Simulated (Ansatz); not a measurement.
Abridged output of a molecular run in Ansatz:

```
Functional definition: HF
809 factors; integrals over basis functions are off by at most 1.4e-3 eV
mean field evaluation 1: about -69377.7759 eV, gradient 3.4e1 eV
mean field evaluation 2: about -69377.8051 eV, gradient 3.4e1 eV
mean field evaluation 4: about -69380.3741 eV, gradient 2.6e0 eV
mean field evaluation 8: about -69380.4037 eV, gradient 1.5e-1 eV
mean field -69380.40383474 eV, -2549.6828132000 hartree, gradient 1.0e-6 eV, S^2 0.000000; 0 other end points of the search recorded, 0 dependent functions left out
15 core orbitals not correlated: weight in the atoms' cores, before any rotation towards them, 1.000 or more for the frozen orbitals, at most 0.000 for the correlated occupied ones
reference -69380.40383474 eV, -2549.6828132000 hartree; 15, 15 occupied and 54, 54 virtual orbitals, 809 factors
second order -15.07447515 eV of doubles, -0.00000000 eV of singles
cycle   1  -15.24028156 eV  change   -1.7e-1 eV  update   9.2e-2
cycle   2  -15.68433653 eV  change   -4.4e-1 eV  update   2.7e-2
cycle   3  -15.76742649 eV  change   -8.3e-2 eV  update   1.3e-2
cycle   4  -15.76031534 eV  change    7.1e-3 eV  update   2.8e-3
cycle   5  -15.76038722 eV  change   -7.2e-5 eV  update   1.2e-3
cycle   6  -15.76032990 eV  change    5.7e-5 eV  update   3.7e-4
cycle   7  -15.76011983 eV  change    2.1e-4 eV  update   1.3e-4
cycle   8  -15.76012164 eV  change   -1.8e-6 eV  update   3.9e-5
cycle   9  -15.76012939 eV  change   -7.7e-6 eV  update   1.4e-5
perturbative correction -0.40407458 eV, -0.0148494670 hartree
Total energy: -69396.56803871 eV, -2550.2768367394 hartree
```

Its atoms:

Z-matrix (Å, degrees):
```
Ge
S 1 2.219
O 1 1.777 2 110.8
H 1 1.530 2 112.3 3 115.5
H 1 1.537 2 104.7 3 -120.2
H 2 1.343 1 94.0 3 -65.1
H 3 0.960 1 112.2 2 -50.4
```

Problem. Which basis set was used?
A. def2-TZVPPD
B. cc-pV(Q+d)Z
C. def2-SVP
D. def2-QZVPP

Solution. C. It gives 84 functions.

Problem. Write the keys of the input that set method, charge and spin (a neutral closed shell needs none for the last two).

Solution. 
```yaml
correlation: {method: ccsd_t}
```
